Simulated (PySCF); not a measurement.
UHF on Ti⁻ (titanium, charge -1), [Ar] 3d3 4s2, high-spin 4F determinant. All numbers are calculated (PySCF 2.14, the spin-free X2C one-electron Hamiltonian (Gaussian nucleus), in aug-cc-pVTZ-DK).

```
cycle= 1 E= -852.712620929252  delta_E= -0.00511  |g|= 0.0245  |ddm|= 0.0418
cycle= 2 E= -852.712790493428  delta_E= -0.00017  |g|= 0.00502  |ddm|= 0.0102
cycle= 3 E= -852.712799237643  delta_E= -8.74e-06  |g|= 0.000861  |ddm|= 0.0239
cycle= 4 E= -852.71279985405  delta_E= -6.16e-07  |g|= 0.000426  |ddm|= 0.00688
cycle= 5 E= -852.712800099486  delta_E= -2.45e-07  |g|= 7.15e-05  |ddm|= 0.00648
cycle= 6 E= -852.712800116967  delta_E= -1.75e-08  |g|= 1.13e-05  |ddm|= 0.00248
cycle= 7 E= -852.712800117964  delta_E= -9.97e-10  |g|= 5.19e-06  |ddm|= 0.000398
converged SCF energy = -852.712800117964  <S^2> = 4.1575087  2S+1 = 4.1988135
```

Highest occupied orbital energy: 0.179 eV; ⟨L²⟩ = 12.03; populations by l: s 8.00, p 12.00, d 3.00, f 0.00.

(1) Can this result be used?

Answers

(1) With care. Self-consistency was reached. ⟨S²⟩ = 4.16 against 3.75 shows spin contamination. At UHF the highest occupied level has a positive energy, so only the finite basis holds that electron.
